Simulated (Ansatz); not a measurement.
Species: sum formula BNH3Cl2, charge 1, multiplicity 1. It need not be the lowest isomer of its formula. 
Geometry from a B3LYP-D3(BJ)/def2-TZVP (Ansatz, an electronic-structure program) optimisation:
```
N
H 1 1.0238
H 1 1.0261 2 108.09
H 1 1.0261 2 108.09 3 114.37
B 1 1.5698 2 112.60 3 -122.82
Cl 5 1.7035 1 116.41 2 0.00
Cl 5 1.7052 1 115.45 2 180.00
```
Charge +1, spin multiplicity 1.

Basis-set convergence of Hartree-Fock and CCSD(T) correlation energies (hartree) with Ansatz. Valence correlation only, unless marked. No spin-orbit coupling. No relativistic terms.

```tsv
basis	functions	E(HF)	E(corr, CCSD(T))
cc-pV(D+d)Z	89	-999.76373	-0.58799
cc-pV(T+d)Z	180	-999.81708	-0.75936
cc-pV(Q+d)Z	328	-999.82931	-0.81560
```

Extrapolating the two largest sets (X = 3 and 4) as X^-3: E(corr) = (64·(-0.81560) - 27·(-0.75936))/37 = -0.8566 Eh, an estimate of the basis-set limit. The largest set recovers 95.2 % of it, the smallest 68.6 %.
